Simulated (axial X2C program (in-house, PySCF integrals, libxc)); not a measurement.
## HoCl⁺: a free-ion multiplet in an axial field

Computed with an in-house all-electron X2C program for linear molecules (integrals from PySCF): two-component X2C with atomic mean-field Coulomb and Gaunt terms, basis Ho dyall-v3z, Cl dyall-v3z (cores contracted in-house). Orbitals come from Hartree–Fock averaged over the configuration Ho f11 s0; CI then distributes these electrons over the f, s shells of Ho.

R = 2.481 Å.

**Question.** Which level do Hund's rules give for f11, how many Ω levels does it split into, and what is its Landé factor?

**Answer.** S = 3/2, L = 6, J = 15/2 (4I15/2). It gives Ω = 1/2 to 15/2, 8 levels. gJ = 3/2 + [S(S+1) − L(L+1)]/[2J(J+1)] = 1.200, so g∥ = 2gJΩ.

The computed levels compare thus:

```
   Ω  energy (cm⁻¹)  g∥ computed   2gJΩ
 1/2              0         1.20   1.20
 3/2              8         3.60   3.60
 5/2             26         6.00   6.00
 7/2             57         8.40   8.40
 9/2            103        10.80  10.80
11/2            166        13.20  13.20
13/2            237        15.58  15.60
15/2            301        17.97  18.00
```

The 8 lowest levels are just these Ω; they span 301 cm⁻¹, the lowest has Ω = 1/2, and the next level lies at 5141 cm⁻¹. Departures of g∥ from 2gJΩ come from intermediate coupling and from mixing with the higher-lying level J − 1 of the term. The computed g∥ is the magnitude of 2⟨Lz + ge Sz⟩.

Dynamic correlation is missing, so gaps between terms are too wide and other configurations may lie lower; the lowest level listed is that of this model, not necessarily the ground state. At most 4 roots were kept for each Ω > 0 (twice that for Ω = 0) within 2.2 eV of the lowest, so higher up levels can be missing between those listed; levels with Ω > 0 are doubly degenerate and listed once, Ω = 0 levels singly. States that fill the shells left empty in the average are placed too high.
